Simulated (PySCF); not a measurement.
Working out the ionisation energy of S²⁺

S²⁺ [Ne] 3s2 3p2 (3P) → S³⁺ [Ne] 3s2 3p1 (2P). All numbers are calculated (PySCF 2.14, the non-relativistic Hamiltonian (point nucleus), in aug-cc-pwCVDZ). Frozen: nothing. Energies in hartree (1 hartree = 27.21139 eV):

```json
{"part": "UHF", "S²⁺ (lower)": "-396.325106", "S³⁺ (upper)": "-395.070349"}
{"part": "MP2 opposite-spin", "S²⁺ (lower)": "-0.152460", "S³⁺ (upper)": "-0.146423"}
{"part": "MP2 same-spin", "S²⁺ (lower)": "-0.055576", "S³⁺ (upper)": "-0.048993"}
```

Q: What does Hartree-Fock give?

A: (-395.070349) − (-396.325106) = 1.254757 hartree = 34.144 eV.

Q: What do MP2 and SCS-MP2 (6/5 opposite-spin, 1/3 same-spin) give?

A: The opposite-spin parts differ by 0.164 eV and the same-spin parts by 0.179 eV. MP2: 34.144 + (0.164) + (0.179) = 34.487 eV. SCS-MP2: 34.144 + 1.2 × (0.164) + (0.179)/3 = 34.400 eV.

A first-order spin-orbit estimate adds -0.008 eV to MP2 (all electrons), giving 34.479 eV against 34.86 ± 0.04 eV (semi-empirical (NIST evaluation); NIST Atomic Spectra Database, ionization energies).

A double-zeta basis recovers only part of the correlation energy.

What remains against the reference includes basis incompleteness and correlation beyond second order.
